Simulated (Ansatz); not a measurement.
All values below come from frozen-core CCSD(T)/cc-pVTZ // r2SCAN-D4/def2-TZVP (Ansatz, a quantum-chemistry and plane-wave program).

Ansatz 0.2 input:
```yaml
crystal:
  periodic: [false, false, false]
  atoms:
    - { symbol: N, position_ang: [0.712628, 1.892743, -0.251671] }
    - { symbol: Ga, position_ang: [0.346732, 0.11974, -0.058966] }
    - { symbol: N, position_ang: [1.792749, -0.978842, -0.185681] }
    - { symbol: Si, position_ang: [-1.863146, -0.680196, 0.331212] }
    - { symbol: H, position_ang: [0.009973, 2.611506, -0.208823] }
    - { symbol: H, position_ang: [1.627281, 2.275464, -0.428528] }
    - { symbol: H, position_ang: [2.73531, -0.665955, -0.352626] }
    - { symbol: H, position_ang: [1.74382, -1.979607, -0.096358] }
    - { symbol: H, position_ang: [-1.923024, -1.539592, 1.545037] }
    - { symbol: H, position_ang: [-2.81586, 0.446499, 0.524402] }
    - { symbol: H, position_ang: [-2.353046, -1.495166, -0.814121] }
basis:
  gaussian: { orbitals: cc-pVTZ }
correlation:
  method: ccsd_t
```

Output:

```
Functional definition: HF
1380 factors; integrals over basis functions are off by at most 1.2e-3 eV
mean field evaluation 1: about -63268.7131 eV, gradient 5.1e1 eV
mean field evaluation 2: about -63268.8159 eV, gradient 5.1e1 eV
mean field evaluation 4: about -63274.4164 eV, gradient 3.5e0 eV
mean field evaluation 8: about -63274.4843 eV, gradient 2.6e-1 eV
mean field evaluation 16: about -63272.3755 eV, gradient 3.1e1 eV
mean field -63274.48450881 eV, -2325.2944167129 hartree, gradient 6.5e-6 eV, S^2 0.000000; 0 other end points of the search recorded, 0 dependent functions left out
16 core orbitals not correlated
reference -63274.48450881 eV, -2325.2944167129 hartree; 17, 17 occupied and 202, 202 virtual orbitals, 1380 factors
second order -19.80352928 eV of doubles, -0.00000000 eV of singles
cycle   1  -20.18568473 eV  change   -3.8e-1 eV  update   1.1e-1
cycle   2  -20.78271554 eV  change   -6.0e-1 eV  update   3.3e-2
cycle   3  -20.89878304 eV  change   -1.2e-1 eV  update   1.7e-2
cycle   4  -20.88722143 eV  change    1.2e-2 eV  update   4.5e-3
cycle   5  -20.88715009 eV  change    7.1e-5 eV  update   2.4e-3
cycle   6  -20.88717265 eV  change   -2.3e-5 eV  update   6.7e-4
cycle   7  -20.88676219 eV  change    4.1e-4 eV  update   2.7e-4
cycle   8  -20.88676601 eV  change   -3.8e-6 eV  update   8.6e-5
cycle   9  -20.88679692 eV  change   -3.1e-5 eV  update   3.0e-5
perturbative correction -0.86015116 eV, -0.0316099722 hartree
Total energy: -63296.23145690 eV, -2326.0936023144 hartree
```

Cost: about 9 core-minutes (a rough figure).
